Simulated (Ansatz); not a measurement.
Reaction (cleavage of the Si–B bond): `[SiH3]B(Cl)Cl` + `[OH][Sn]([F])([F])[F]` → `[F][Sn]([F])([F])[O][SiH3]` + `ClBCl`

Gas-phase electronic energies from Ansatz, PBE0-D4/def2-TZVP geometries. CCSD(T)/CBS adds triple-zeta CCSD(T) − MP2 to the extrapolated MP2 energy (def2 sets, frozen cores). This one scheme is used for every species. Functionals use def2-TZVPP. B3LYP here is the variant with VWN-RPA as its local correlation; programs differ in this. HSE06 is defined as in plane-wave codes. def2 core potentials past Kr. For Sn outer-core shells are correlated without core-valence functions, which leaves a few kJ/mol of doubt a bond. One conformer a species, not always the lowest.

```tsv
level	ΔE (kJ/mol)	difference from CCSD(T)/CBS
LDA (SPW92)	-85.8	29.0
B97M-V	-108.3	6.5
r2SCAN0-D4	-111.5	3.3
HSE06-D4	-97.5	17.3
CAM-B3LYP-D4	-118.9	-4.1
ωB97M-V	-113.6	1.2
BLYP	-105.7	9.1
B3LYP	-113.5	1.3
r2SCANh	-108.3	6.5
HF/def2-SVP	-140.1	-25.3
CCSD/def2-SVP	-116.6	-1.8
HF/def2-TZVPP	-144.8	-30.0
MP2/def2-TZVPP	-120.6	-5.8
CCSD(T)/def2-TZVPP	-115.2	-0.4
MP2/def2-QZVPP	-121.5	-6.7
SCS-MP2/def2-QZVPP	-126.2	-11.4
CCSD(T)/CBS	-114.8	0
```

Largest T1 diagnostic among the species: 0.015.

From r2SCAN to r2SCAN0 (25 % exact exchange), in def2-TZVPP and without D4, ΔE moves by −5.7 kJ/mol. In def2-TZVPP, CCSD(T) changes the Hartree–Fock value by +29.7 kJ/mol (the triples alone add +4.5 kJ/mol) and MP2 by +24.2 kJ/mol. Leaving LDA and LC-ωPBE aside and taking each functional with its dispersion term where it has one, the values, not all of them listed here, spread over 40.7 kJ/mol, from BHLYP-D4 to revPBE-D4.
